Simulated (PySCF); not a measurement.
# Zinc: a sound run and one with changed settings

Sound run: Zn⁺ [Ar] 3d10 4s1, Zn²⁺ [Ar] 3d10. Calculation: PySCF 2.14, in def2-TZVP (6s5p4d1f, 48 functions); no relativity, point nucleus. The sound run starts from symmetry-adapted Hartree-Fock orbitals and uses a fine grid where one is needed.

A second run was set up differently.

```json
{"species": "Zn⁺", "method": "UHF", "sound run (hartree)": "-1777.52644", "changed run (hartree)": "-1777.52644", "converged": "yes"}
{"species": "Zn⁺", "method": "r2SCAN", "sound run (hartree)": "-1779.03580", "changed run (hartree)": "-1779.01234", "converged": "yes"}
{"species": "Zn⁺", "method": "MN15", "sound run (hartree)": "-1779.34575", "changed run (hartree)": "-1780.68522", "converged": "yes"}
{"species": "Zn²⁺", "method": "UHF", "sound run (hartree)": "-1776.91679", "changed run (hartree)": "-1776.91679", "converged": "yes"}
{"species": "Zn²⁺", "method": "r2SCAN", "sound run (hartree)": "-1778.36691", "changed run (hartree)": "-1778.34393", "converged": "yes"}
{"species": "Zn²⁺", "method": "MN15", "sound run (hartree)": "-1778.69701", "changed run (hartree)": "-1780.02625", "converged": "yes"}
```

Ionisation energy of Zn⁺:

```json
{"method": "UHF", "sound run (eV)": "16.589", "changed run (eV)": "16.589"}
{"method": "r2SCAN", "sound run (eV)": "18.202", "changed run (eV)": "18.188"}
{"method": "MN15", "sound run (eV)": "17.653", "changed run (eV)": "17.932"}
```

Q: What was changed?
A. all electrons correlated in a valence basis
B. level shift left on
C. radial grid too coarse
D. basis contracted for another Hamiltonian

A: C. It used radial step 0.8 in ln r (0.13 in the sound run). A coarse radial grid mis-integrates the density and the exchange-correlation energy, with errors of either sign; Hartree-Fock needs no grid.
